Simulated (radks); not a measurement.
The numbers below are computed, except where a source is named.
Task: All-electron atom: the copper ion Cu2+ in [Ar] 3d8 4p1 (not the ground configuration). Level of theory: scalar-relativistic Kohn-Sham, PW91, spin-polarised, spherical densities, finite nucleus; open shells are filled with parallel spins first; Fermi nuclear charge, rms radius 3.8823 fm (a radial shooting solver on a logarithmic mesh with Libxc functionals). Some entries of the table are withheld. Estimate them.

| orbital | occ. | eigenvalue (hartree) | <1/r> (bohr^-1) |
|---|---|---|---|
| 1s up | 1 | -326.6300 | 29.16 |
| 1s down | 1 | -326.6284 | 29.16 |
| 2s up | 1 | -40.40002 | 6.325 |
| 2s down | 1 | -40.35268 | 6.330 |
| 2p up | 3 | -35.05142 | 6.208 |
| 2p down | 3 | -35.01488 | 6.212 |
| 3s up | 1 | -5.53733 | 2.016 |
| 3s down | 1 | -5.44534 | 2.012 |
| 3p up | 3 | -3.96320 | 1.871 |
| 3p down | 3 | -3.87229 | 1.866 |
| 3d up | 5 | -1.43671 | 1.524 |
| 3d down | 3 | -1.34672 | 1.515 |
| 4s up | 0 | (1) | 0.6058 |
| 4s down | 0 | (2) | 0.6000 |
| 4p up | 1 | -0.68375 | (3) |
| 4p down | 0 | -0.62468 | (4) |
| 4d up | 0 | -0.34261 | 0.3279 |

Result: 
(1) 4s up eigenvalue (hartree): -0.96838
(2) 4s down eigenvalue (hartree): -0.90602
(3) 4p up <1/r> (bohr^-1): 0.5031
(4) 4p down <1/r> (bohr^-1): 0.5011
